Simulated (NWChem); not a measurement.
Molecule: YCl$_{3}$; SMILES [Cl][Y]([Cl])[Cl]

Program: NWChem. Structure relaxed at the PBE0/def2-SVP level. def2 effective core potentials on Y; no spin-orbit coupling. Vertical excitations in the gas phase; the lowest state need not have the same character in each row.

```csv
level,"lowest excitation, singlet (eV)",oscillator strength of that lowest state,"lowest state with f > 0.02, singlet (eV)",orbital gap (eV)
"PBE/def2-SVP, full TDDFT",3.98,0.000,4.32,3.98
"B3LYP/def2-SVP, full TDDFT",4.45,0.000,4.76,5.46
"PBE0/def2-SVP, full TDDFT",4.87,0.000,5.16,6.14
"Hartree-Fock/def2-SVP, TDHF",7.00,0.000,7.26,11.91
```
